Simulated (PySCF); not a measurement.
## AsH₂: how level, basis and relativity move the structure

Each row is its own optimisation.

Each entry is the lowest minimum that a search over a few typed start shapes (and spin states, where more than one is plausible) found, or that minimum re-optimised at the stated level; isomers with ligand–ligand bonds, or fragments after loss of a ligand pair, can lie lower. Open shells are unrestricted; no spin–orbit coupling; PySCF with density fitting.

```tsv
level	2S+1	point group	mean bond to As (Å)	distinct angles (°)	highest ω (cm⁻¹)	lowest ω (cm⁻¹)	polar-tensor charge of As
B3LYP/def2-TZVP (no relativity)	?	?	?	?	?	?	?
PBE/def2-TZVP (no relativity)	2	C2v	1.541	90	2123	967	0.23
PBE0/def2-TZVP (no relativity)	2	C2v	1.526	91	2209	1005	0.23
```

**Question.** Fill in the row of B3LYP/def2-TZVP (no relativity).

**Answer.** 2S+1: 2; point group: C2v; mean bond to As (Å): 1.530; distinct angles (°): 91; highest ω (cm⁻¹): 2169; lowest ω (cm⁻¹): 1007; polar-tensor charge of As: 0.25.

Across these levels the mean bond spreads over 0.015 Å and the highest wavenumber over 86 cm⁻¹; all give the same point group.

Levels that gave another bonding pattern or an unsound solution are left out.
